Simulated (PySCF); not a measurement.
Compound: C₈H₇Cl.
Numbering: `[Cl:1][c:2]1[cH:3][cH:4][cH:5][c:6]2[c:7]1[CH2:8][CH2:9]2` (hydrogens: H10 on C3; H11 on C4; H12 on C5; H13, H14 on C8; H15, H16 on C9)

Geometry (PBE0-D3(BJ)/def2-SVP, Å), atoms numbered from 1 in this order:
```xyz
16
C8H7Cl angstrom
Cl     0.8953    2.7449   -0.7463
C      0.9052    1.0707   -0.3066
C      2.1092    0.3891   -0.0853
C      2.1102   -0.9644    0.2686
C      0.9251   -1.6987    0.4177
C     -0.2502   -0.9988    0.1927
C     -0.2667    0.3497   -0.1599
C     -1.7712    0.4162   -0.2311
C     -1.7607   -1.1024    0.1641
H      3.0516    0.9292   -0.1924
H      3.0725   -1.4560    0.4314
H      0.9493   -2.7553    0.6935
H     -2.1853    0.6369   -1.2269
H     -2.2465    1.0857    0.5023
H     -2.2368   -1.3319    1.1301
H     -2.1724   -1.7805   -0.5995
```

All values: PBE0/def2-SVPD (PySCF, non-relativistic), on one gas-phase PBE0-D3(BJ)/def2-SVP geometry that isn't relaxed in the solvent. The solvent is an IEF-PCM continuum (cavity from Bondi-type radii × 1.2). The model holds no explicit solvent molecules, cavitation or dispersion.

Gas phase at PBE0/def2-SVPD: HOMO -7.07 eV, LUMO -0.61 eV, dipole 1.91 D.

Problem. What does the continuum do to the energy, the frontier levels and the dipole at PBE0/def2-SVPD in chloroform?

Solution. 
```
   solvent      ε  E(solvent) − E(gas) (kJ/mol)  polarisation term (kJ/mol)  distortion of the solute (kJ/mol)  HOMO (eV)  LUMO (eV)  dipole (D)
chloroform  4.711                         -8.92                       -9.92                               1.00      -7.10      -0.59        2.41
```

The polarisation term is half the interaction of the solute with the surface charges that it induces; the rest is the cost of distorting the solute's density. The sum is the electrostatic part of solvation alone.

Problem. Which radius a makes the point-dipole formula ΔE = −[(ε − 1)/(2ε + 1)]·μ²/a³ give the value in chloroform, with the gas-phase dipole?

Solution. μ = 0.753 au and |ΔE| = 0.00340 Eh give a = 2.06 Å; the farthest nucleus lies 3.25 Å from the centroid of the nuclei, so such a sphere wouldn't even hold the nuclei. The formula assumes a rigid point dipole at the centre of a sphere.

Problem. Give the dipole vector in the frame of the coordinates (D, pointing from negative to positive charge), gas and chloroform.

Solution. Gas (-0.68, -1.74, 0.43), solvent (-0.87, -2.18, 0.54). Its length changes by +26 % and its direction by less than 1°.

Problem. How does the static polarisability (PBE0/def2-SVPD, frozen core, with the continuum's full static response) change?

Solution. 
```tsv
medium	isotropic (au)	principal values (au)	⟨r²⟩ of the electrons (bohr²)
gas	104.2	64.9, 120.2, 127.5	1349.2
chloroform	133.2	81.6, 154.5, 163.4	1348.2
```

The isotropic value in chloroform is 1.28 times the gas-phase one; no cavity-field correction is applied. ⟨r²⟩ is taken about the centre of nuclear charge.
